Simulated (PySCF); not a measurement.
Electronic structure of N⁺ (nitrogen, charge +1) at the UHF level

Configuration: [He] 2s2 2p2, high-spin 3P determinant. Computed with PySCF 2.14 in x2c-QZVPPall (7s4p3d2f1g, 57 functions), with scalar relativity by spin-free X2C-1e.

- Total energy: -53.923349 hartree
- One-electron energy: -70.1006 hartree
- Hartree (Coulomb) energy: 22.3976 hartree
- Exchange energy: -6.2203 hartree
- ⟨S²⟩: 2.0070
- ⟨L²⟩: 2.012
- Sum of ⟨r⟩: 5.446 bohr
- Sum of ⟨r²⟩: 7.747 bohr²
- Traceless quadrupole moment −½Σ⟨3z² − r²⟩ along its main axis: 0.770 e·bohr²
- Langevin diamagnetic susceptibility: -6.14 ×10⁻⁶ cm³/mol

```json
{"shell": "1s α", "electrons": "1", "mean orbital energy (hartree)": "-16.32823", "rms radius, mean of both spins (bohr)": "0.265"}
{"shell": "1s β", "electrons": "1", "mean orbital energy (hartree)": "-16.25418", "rms radius, mean of both spins (bohr)": "0.265"}
{"shell": "2s α", "electrons": "1", "mean orbital energy (hartree)": "-1.62401", "rms radius, mean of both spins (bohr)": "1.37"}
{"shell": "2s β", "electrons": "1", "mean orbital energy (hartree)": "-1.30700", "rms radius, mean of both spins (bohr)": "1.37"}
{"shell": "2p α", "electrons": "2", "mean orbital energy (hartree)": "-1.11635", "rms radius, mean of both spins (bohr)": "1.38"}
```

Spin-orbit constants ζ (cm⁻¹) from the X2C one-electron operator on these orbitals: bare nucleus, nucleus screened by l(l+1)(2l+1)/3 electrons, and screened by the Breit-Pauli mean field of the electrons.

```json
{"shell": "2p", "bare": "158.1", "screened nucleus": "112.9", "mean field": "95.47"}
```

To first order the Landé constant is A = 47.73 cm⁻¹, so the lowest level has J = 0 and lies 0.0118 eV below the centre of the term. This holds in LS coupling only.
